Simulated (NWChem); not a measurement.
System: CdGeH₃I; SMILES [I][Cd][GeH3]

Computed with NWChem. Medium grid unless said otherwise, to which SCAN and Minnesota functionals are sensitive. Coordinates come from a PBE0/def2-SVP optimisation. No frequency run checked for a minimum. def2 effective core potentials on Cd, I; no spin-orbit coupling. Hybrids' shares of exact exchange are those that their runs print; pure functionals count as 0. The functionals differ in more than this share.

```csv
row,share of exact exchange,highest occupied level (eV)
PBE/def2-SVP,0.00,-6.22
RPBE/def2-SVP,0.00,-6.16
B3LYP/def2-SVP,0.20,-7.05
M06-2X/def2-SVP,0.54,withheld
Hartree-Fock/def2-SVP,1.00,-9.76
```

Question: Fit a straight line of the last column on the one before it, predict the withheld value, and compare with the run.

Answer: 
1. Means of the 4 shown rows: x = 0.300, y = -7.297. Slope Σ(x − x̄)(y − ȳ)/Σ(x − x̄)² = -2.413/0.6800 = -3.549; intercept -6.233.
2. The shown rows scatter about the line by 0.066 (root mean square); the largest residual is -0.11, at B3LYP/def2-SVP.
3. At x = 0.54 (M06-2X/def2-SVP; inside the shown range) the line gives -8.15.
4. The run gives -8.43, -0.28 from the line, 4.2 times the scatter.
